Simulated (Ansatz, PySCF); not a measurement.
System: sum formula HBOF (charge +1, singlet). It need not be the lowest isomer of its formula. 
Structure (B3LYP-D3(BJ)/def2-TZVP (Ansatz, an electronic-structure program) minimum search):
```xyz
4

F     -1.2127     0.2744    -0.2794
B     -0.0313    -0.0029    -0.0216
O      1.1394    -0.2201     0.3170
H      1.9559    -0.6944     0.0867
```
Charge +1, spin multiplicity 1.

Wanted: vertical ionisation energy (to the doublet state of charge +2; each state is the SCF solution reached for its spin), in eV. Valence correlation only, unless marked. UHF or UKS for open shells. Spin-orbit coupling is left out. No relativistic terms. CBS marks a two-point X^-3 extrapolation of the correlation energy; Hartree-Fock from the larger set. The bracket is a focal-point correction in the basis named.

```json
[
 {"level": "HF/aug-cc-pVDZ", "program": "Ansatz", "vertical ionisation energy (eV)": "21.63", "minus last row": "-1.54"},
 {"level": "HF/aug-cc-pVTZ", "program": "Ansatz", "vertical ionisation energy (eV)": "21.57", "minus last row": "-1.60"},
 {"level": "HF/aug-cc-pVQZ", "program": "Ansatz", "vertical ionisation energy (eV)": "21.56", "minus last row": "-1.61"},
 {"level": "r2SCAN/def2-TZVPD", "program": "Ansatz", "vertical ionisation energy (eV)": "22.70", "minus last row": "-0.47"},
 {"level": "B3LYP/def2-TZVPD", "program": "Ansatz", "vertical ionisation energy (eV)": "22.93", "minus last row": "-0.24"},
 {"level": "PBE0/def2-TZVPD", "program": "Ansatz", "vertical ionisation energy (eV)": "22.87", "minus last row": "-0.30"},
 {"level": "wB97M-V/def2-TZVPD", "program": "Ansatz", "vertical ionisation energy (eV)": "22.95", "minus last row": "-0.22"},
 {"level": "wB97X-V/def2-TZVPD", "program": "Ansatz", "vertical ionisation energy (eV)": "22.99", "minus last row": "-0.18"},
 {"level": "B2PLYP/def2-TZVPD", "program": "Ansatz", "vertical ionisation energy (eV)": "23.00", "minus last row": "-0.17"},
 {"level": "RI-MP2/aug-cc-pVTZ", "program": "Ansatz", "vertical ionisation energy (eV)": "23.29", "minus last row": "0.12"},
 {"level": "SCS-MP2/aug-cc-pVTZ", "program": "Ansatz", "vertical ionisation energy (eV)": "23.19", "minus last row": "0.02"},
 {"level": "CCSD/aug-cc-pVDZ", "program": "Ansatz", "vertical ionisation energy (eV)": "22.90", "minus last row": "-0.27"},
 {"level": "CCSD/aug-cc-pVTZ", "program": "Ansatz", "vertical ionisation energy (eV)": "22.99", "minus last row": "-0.18"},
 {"level": "RI-MP2/CBS(aug-cc-pVTZ,aug-cc-pVQZ)+[CCSD(T)-MP2]/aug-cc-pVDZ", "program": "Ansatz", "vertical ionisation energy (eV)": "23.17", "minus last row": "0.00"},
 {"level": "RI-MP2/CBS(aug-cc-pVTZ,aug-cc-pVQZ)+[CCSD(T)-MP2]/aug-cc-pVTZ", "program": "Ansatz", "vertical ionisation energy (eV)": "23.17", "minus last row": "0.00"}
]
```

For comparison, minus the highest occupied orbital energy (PySCF): 18.64 eV at TPSSh/def2-TZVPD, 24.25 eV at HF/def2-TZVPD, 19.84 eV at PW6B95/def2-TZVPD.
